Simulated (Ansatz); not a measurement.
H3Cl2FOSi2 (SMILES F[SiH2]O[SiH](Cl)Cl), singlet, at a GFN2-xTB geometry, atoms displaced at random by about 0.08 Å a coordinate; PBE0/STO-3G, gradient in Ansatz (a program for electronic structure).

Input for Ansatz:
Ansatz 0.2 input:
```yaml
crystal:
  periodic: [false, false, false]
  atoms:
    - {symbol: Si, position_ang: [-2.26595223, 0.45435432, -0.00023334]}
    - {symbol: F, position_ang: [-3.08713550, -0.56382963, -0.94271625]}
    - {symbol: O, position_ang: [-0.51978722, 0.00428526, -0.15429627]}
    - {symbol: Si, position_ang: [0.76823739, -0.54901110, -0.18996092]}
    - {symbol: Cl, position_ang: [1.58804583, -0.50572706, 1.77740948]}
    - {symbol: Cl, position_ang: [1.93080600, 0.87958647, -1.07413919]}
    - {symbol: H, position_ang: [-2.54735206, 0.40658272, 1.36742623]}
    - {symbol: H, position_ang: [-2.35937965, 1.74720135, -0.69745771]}
    - {symbol: H, position_ang: [0.89296010, -1.72829929, -0.88257026]}
basis:
  gaussian:
    orbitals: STO-3G
hamiltonian:
  xc: pbe0
output: {forces: true}
```

Task: Write the output that Ansatz gives for this input, abridged.

Result: 
```
Functional definition: PBE0
572 factors; integrals over basis functions are off by at most 2.3e-5 eV
mean field evaluation 1: about -45070.2130 eV, gradient 3.5e1 eV
mean field evaluation 2: about -45071.8692 eV, gradient 3.1e1 eV
mean field evaluation 4: about -45074.8521 eV, gradient 1.2e0 eV
mean field evaluation 8: about -45074.8637 eV, gradient 6.7e-3 eV
mean field -45074.86368183 eV, -1656.4706874673 hartree, gradient 1.1e-5 eV, S^2 0.000000; 0 other end points of the search recorded, 0 dependent functions left out
the calculation of the forces begins
reference -45074.86369844 eV, -1656.4706880778 hartree; 41, 41 occupied and 8, 8 virtual orbitals, 572 factors
Total energy: -45074.86369844 eV, -1656.4706880778 hartree
Atom 0 at    -2.265952     0.454354    -0.000233 Å, force     4.366609     0.283626    -2.438957 eV/Å
Atom 1 at    -3.087136    -0.563830    -0.942716 Å, force    -0.217332    -0.734184     0.038127 eV/Å
Atom 2 at    -0.519787     0.004285    -0.154296 Å, force   -16.186943     5.189432     0.764778 eV/Å
Atom 3 at     0.768237    -0.549011    -0.189961 Å, force    10.377343    -2.689645     1.587672 eV/Å
Atom 4 at     1.588046    -0.505727     1.777409 Å, force    -0.020926    -0.671896     0.020370 eV/Å
Atom 5 at     1.930806     0.879586    -1.074139 Å, force     1.515305     1.083595    -1.264074 eV/Å
Atom 6 at    -2.547352     0.406583     1.367426 Å, force    -0.443852    -0.053650     1.378306 eV/Å
Atom 7 at    -2.359380     1.747201    -0.697458 Å, force     0.060796    -0.242227     0.708178 eV/Å
Atom 8 at     0.892960    -1.728299    -0.882570 Å, force     0.548999    -2.165051    -0.794400 eV/Å
Dipole moment:    -1.229169    -0.259304    -0.164748 e Å
```
